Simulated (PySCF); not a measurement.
CF2GaNO, SMILES [F][Ga]([F])[N]=C=O.

The structure is a stationary point at TPSSh-D3(BJ)/def2-SVP. The structure was generated by enumeration; whether it is a known compound was not checked. Other conformers were not sampled.

The numbers are results of M06-2X/def2-TZVP (PySCF), not measurements.

Symmetry labels are those of the subgroup Cs that the program uses (full group Cs).

List the valence orbital energies around the gap with their symmetry. (Estimate from the structure and the level; the computed values follow.)


| orbital | symmetry | energy (eV) |
|---|---|---|
| HOMO−7 | A' | -15.49 |
| HOMO−6 | A' | -14.77 |
| HOMO−5 | A" | -14.37 |
| HOMO−4 | A' | -14.00 |
| HOMO−3 | A" | -13.93 |
| HOMO−2 | A' | -13.81 |
| HOMO−1 | A" | -10.93 |
| HOMO | A' | -10.92 |
| LUMO | A' | -1.20 |
| LUMO+1 | A" | -0.95 |
| LUMO+2 | A' | 1.33 |
| LUMO+3 | A' | 1.60 |
